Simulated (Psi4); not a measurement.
F3Si, doublet, at a GFN2-xTB geometry.

Here is a job for Psi4.
```
memory 2 GB

molecule {
0 2
Si    0.25525364    0.24331611    0.24315598
F    -0.69074141   -0.73372896    1.06805322
F    -0.73927609    1.06837931   -0.68429241
F     1.03295628   -0.71314208   -0.76200346
}

set {
  basis def2-tzvp
  reference uks
}

energy('pbe')
print_variables()
```

What does this run give for the number of basis functions, dipole moment, <S^2>, nuclear repulsion energy, total energy?


The number of basis functions is 130, the dipole moment is 1.53 D and the <S^2> comes out as 0.751. The nuclear repulsion energy comes out as 176.9054 Eh and the total energy comes out as -588.8815 Eh.

These values belong to the state on which the SCF converged, which isn't shown to be the lowest.
